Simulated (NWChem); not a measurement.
## Dipole moment of HCu

```xyz
2

Cu     0.0000     0.0000     0.0488
H      0.0000     0.0000    -1.4145
```
Charge 0, spin multiplicity 1.

Everything below was run with NWChem. The geometry was optimised at PBE/def2-SVP, a minimum by its harmonic frequencies.

Basis set: def2-SVPD. The CCSD dipole comes from the Λ equations, without orbital relaxation.

The correlated methods keep 9 core orbitals frozen. B3LYP has NWChem's definition, with VWN1-RPA local correlation. The structure started from a generated list of species. Coupled-cluster values serve here as a point of comparison, not as the truth.

**Question.** Order these methods by the dipole moment they give, lowest first: HF, B3LYP, BHandHLYP, CCSD.

**Answer.** B3LYP (2.88 D), BHandHLYP (3.41 D), CCSD (3.57 D), HF (4.27 D)
